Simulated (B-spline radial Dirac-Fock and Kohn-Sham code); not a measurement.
Relative photoemission cross sections at Ag Lα (2984.4 eV): 3s, 3p1/2, 3p3/2, Al to Ba

Calculated with a radial finite-basis atomic code, using the independent-particle Dirac-Slater model, thresholds from Dirac-Fock. Cross sections are relative to C 1s, computed as 1.747 kb at this energy; β is from the dipole term. Free atoms in their tabulated ground configurations, whose changes along a row show as steps; without correlation, outer binding energies come out low.

```
 Z  element    σ 3s  σ 3p1/2  σ 3p3/2  β 3p3/2  binding 3p3/2 (eV)
13       Al  0.0774  0.00101  0.00198     0.61                5.48
14       Si   0.119  0.00401  0.00782     0.67                7.09
18       Ar   0.372   0.0754    0.146     0.91               14.69
20       Ca   0.605    0.167    0.323     1.00               33.62
21       Sc   0.722    0.223    0.428     1.05               39.27
22       Ti   0.845    0.288    0.553     1.09               44.95
23        V   0.976    0.365    0.698     1.13               50.75
25       Mn    1.26    0.554     1.06     1.21               62.88
26       Fe    1.41    0.669     1.27     1.24               69.25
27       Co    1.57    0.798     1.51     1.27               75.85
28       Ni    1.74    0.942     1.78     1.30               82.67
30       Zn    2.10     1.28     2.40     1.36               97.05
31       Ga    2.31     1.49     2.80     1.38               114.2
32       Ge    2.54     1.73     3.25     1.40               132.5
36       Kr    3.58     2.93     5.50     1.48               217.0
38       Sr    4.16     3.69     6.91     1.52               280.7
40       Zr    4.77     4.53     8.49     1.55               342.6
43       Tc    5.75     5.96     11.2     1.58               441.8
46       Pd    6.81     7.57     14.2     1.61               539.5
48       Cd    7.56     8.74     16.5     1.63               627.0
49       In    7.93     9.34     17.7     1.63               675.3
50       Sn    8.31     9.96     18.9     1.64               725.3
54       Xe    9.82     12.5     24.0     1.65               943.3
56       Ba    10.6     13.8     26.7     1.65              1074.5
```
